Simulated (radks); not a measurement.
Results of a calculation; reference values are marked as such.
Species: Os2+. Configuration: [Xe] 4f14 5d6 (the NIST ground configuration).

Code: a radial shooting solver on a logarithmic mesh with Libxc functionals. Model: scalar-relativistic Kohn-Sham, r2SCAN, spin-unpolarised, spherical densities, finite nucleus; meta-GGA in the generalised Kohn-Sham scheme; Fermi nuclear charge, rms radius 5.4126 fm.

Energy parts (eV):
| part | energy |
|---|---|
| total | -469441.28 |
| kinetic | 520136.71 |
| electron-nucleus | -1162046.72 |
| Hartree | 181673.65 |
| exchange-correlation | -9204.93 |

Orbitals (lengths in bohr, moments of r in powers of bohr; <r^-3> diverges for s and p1/2; r(max) is where P^2 peaks):
| orbital | occ. | eigenvalue (eV) | <1/r> | <r^-3> | r(max) | <r> |
|---|---|---|---|---|---|---|
| 1s | 2 | -73959.62 | 90.42 | - | 0.01103 | 0.01774 |
| 2s | 2 | -12922.02 | 21.19 | - | 0.06338 | 0.07489 |
| 2p | 6 | -11252.71 | 19.05 | 21900 | 0.05219 | 0.06728 |
| 3s | 2 | -3030.672 | 7.862 | - | 0.1786 | 0.1937 |
| 3p | 6 | -2538.233 | 7.220 | 4949 | 0.1772 | 0.1944 |
| 3d | 10 | -1986.758 | 6.802 | 625.5 | 0.1446 | 0.1763 |
| 4s | 2 | -659.1055 | 3.341 | - | 0.4049 | 0.4318 |
| 4p | 6 | -496.8799 | 3.032 | 1160 | 0.4250 | 0.4591 |
| 4d | 10 | -294.3288 | 2.705 | 127.0 | 0.4347 | 0.4889 |
| 4f | 14 | -69.7043 | 2.240 | 22.91 | 0.4068 | 0.5564 |
| 5s | 2 | -110.6350 | 1.328 | - | 0.9150 | 1.010 |
| 5p | 6 | -69.4059 | 1.125 | 177.8 | 1.031 | 1.170 |
| 5d | 6 | -22.9096 | 0.7717 | 10.33 | 1.339 | 1.685 |
| 6s | 0 | -20.2516 | 0.4842 | - | 2.330 | 2.628 |
| 6p | 0 | -13.0465 | 0.3745 | 18.49 | 2.948 | 3.345 |

The highest occupied level is 5d at -22.910 eV. Summed over all electrons, <r^2> = 42.27 bohr^2, which gives a Langevin (diamagnetic) susceptibility term of -33.5 x 10^-6 cm^3/mol. The electron density at the nucleus is 1.788e+06 e/bohr^3 (large components only). For comparison, the ionisation energy in NIST's Atomic Spectra Database is 25 eV (theoretical). In exact Kohn-Sham theory the highest level is minus the ionisation energy, but local and semilocal functionals leave it too shallow, through self-interaction and a potential that decays too fast; potentials with the right tail come closer. The density falls to 0.001 e/bohr^3 at r = 3.65 bohr.

Beside tabulated values, note that spin-unpolarised runs miss the spin-polarisation part of the exchange energy of open shells.
